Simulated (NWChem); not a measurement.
C[O][Cu]<-[C-]#[O+] (C₂H₃CuO₂), optimised at PBE0/def2-SVP with NWChem:

| Quantity | Result |
|---|---|
| highest occupied level (eV) | -6.16 |
| orbital gap (eV) | 4.14 |
| dipole (D) | 3.07 |

All stand in one matching conformer (torsions within 35°), which need not be the lowest. For one or both, no frequency run checked for a minimum.

Task: One O atom is replaced by S, giving C[S][Cu]<-[C-]#[O+] (C2H3CuOS), optimised at the same level. How do these values move?

Result: 
```csv
quantity,new value,change
highest occupied level (eV),-5.63,+0.53
orbital gap (eV),3.39,-0.75
dipole (D),3.92,+0.85
```
